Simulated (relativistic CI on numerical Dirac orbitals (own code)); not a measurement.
d1 to d9 in one octahedral field

Computed with a parametric ligand-field model without spin-orbit coupling, by exact diagonalisation: B = 620, C = 2510, 10Dq = 7900 cm⁻¹ (Oh; |10Dq|/B = 12.7) for every shell. Energies in cm⁻¹; the field energy is (0.6 n_e − 0.4 n_t2) × 10Dq of the ground term; g labels are left out.

```csv
Shell,Ground term,Electrons in e,Field energy,First spin-allowed bands,Lowest term of other spin
d1,2T2,0.000,-3160,2E 7900,
d2,3T1,0.062,-5828,"3T2 6998, 3A2 14898",1T2 9112
d3,4A2,0.000,-9480,"4T2 7900, 4T1 12603",2E 11773
d4,5E,1.000,-4740,5T2 7900,3T1 6892
d5,6A1,2.000,0,none,4T1 12672
d6,?,?,?,?,?
d7,4T1,2.062,-5828,"4T2 6998, 4A2 14898",2E 4164
d8,3A2,2.000,-9480,"3T2 7900, 3T1 12603",1E 9704
d9,2E,3.000,-4740,2T2 7900,
```

Q: Fill in the row of d6.

A: Ground term: 5T2; Electrons in e: 2.000; Field energy: -3160; First spin-allowed bands: 5E 7900; Lowest term of other spin: 1A1 5298. Every shell keeps the spin of the free ion. Only d4 to d7 can choose; the field needed to pair spins is smallest for d6 and largest for d5, which loses most exchange energy. In the strong-field picture 10Dq must exceed about 6B + 5C = 16270 (d4), 7.5B + 5C = 17200 (d5), 2.5B + 4C = 11590 (d6) and 4B + 4C = 12520 (d7); mixing of terms shifts these bounds somewhat. High-spin d^(n+5) repeats the spin-allowed bands of d^n, since the half-filled shell is spherical.
